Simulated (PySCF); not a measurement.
Polarisability and C₆ of Sr (strontium, neutral)

[Kr] 5s2, closed-shell 1S. Calculation: PySCF 2.14, in aug-cc-pwCVTZ-X2C (10s9p7d3f, 93 functions); the spin-free X2C one-electron Hamiltonian (Gaussian nucleus). Coupled (time-dependent) response in atomic units; α is the mean over directions.

| method | mean α (bohr³) | C₆ (like pair) | S(−4) |
| --- | --- | --- | --- |
| UHF | 232.7 | 4055 | 25240 |
| PBE | 196.0 | 3152 | 17970 |
| PBE0 | 203.5 | 3337 | 19220 |

S(−4) is the Cauchy moment in α(ω) = α(0) + S(−4) ω² + …

Reference α: 197.2 ± 0.2 bohr³ (recommended; Schwerdtfeger and Nagle, table of static dipole polarizabilities (2023 update)). Published C₆: 3175 (Chu and Dalgarno (2004); Tang, Norbeck and Certain (1976)).

Hartree-Fock lies above the reference because it lacks correlation, which contracts the outer shell.

α(iu) at UHF:

| u (hartree) | α(iu) (bohr³) |
| --- | --- |
| 0 | 232.7 |
| 0.0500 | 183.4 |
| 0.100 | 113.7 |
| 0.200 | 47.95 |
| 0.300 | 26.48 |
| 0.500 | 12.87 |
| 0.750 | 7.595 |
| 1.00 | 5.238 |
| 1.50 | 2.984 |
| 2.00 | 1.921 |
| 3.00 | 0.9784 |
| 5.00 | 0.3956 |

A single London oscillator, α(iu) = α/(1 + u²/ω²), gives C₆ = (3/4) ω α². Matching the computed C₆ needs ω = 4 × 4055 / (3 × 232.7²) = 0.0998 hartree.
